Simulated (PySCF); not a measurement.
Chromium: a sound run and one with changed settings

Sound run: Cr⁺ [Ar] 3d5, Cr²⁺ [Ar] 3d4. Calculation: PySCF 2.14, in Sapporo-DKH3-DZP-2012; the spin-free X2C one-electron Hamiltonian (Gaussian nucleus). In the sound run the correlated levels freeze [Ar]. The sound run starts from symmetry-adapted Hartree-Fock orbitals and uses a fine grid where one is needed.

Changed run: the non-relativistic Hamiltonian (point nucleus). This setting is unsound on purpose.

```csv
species,method,sound run (hartree),changed run (hartree),converged
Cr⁺,UHF,-1049.41088,-1040.53486,yes
Cr⁺,B3LYP,-1050.52076,-1041.64956,yes
Cr⁺,r2SCAN,-1050.46913,-1041.59818,yes
Cr⁺,MP2,-1049.47457,-1040.59769,yes
Cr²⁺,UHF,-1048.85636,-1039.97342,yes
Cr²⁺,B3LYP,-1049.89812,-1041.02073,yes
Cr²⁺,r2SCAN,-1049.84557,-1040.96851,yes
Cr²⁺,MP2,-1048.88641,-1040.00301,yes
```

Ionisation energy of Cr⁺:

```tsv
method	sound run (eV)	changed run (eV)
UHF	15.089	15.278
B3LYP	16.943	17.111
r2SCAN	16.968	17.134
MP2	16.005	16.182
SCS-MP2	15.395	15.579
```

Most of the change in total energy is the relativistic energy itself. On top of that the contraction fixes the core shape for the Hamiltonian it was made with, so the changed run is not a good calculation with the other Hamiltonian either.

For comparison, NIST gives 16.486 eV between the lowest levels.
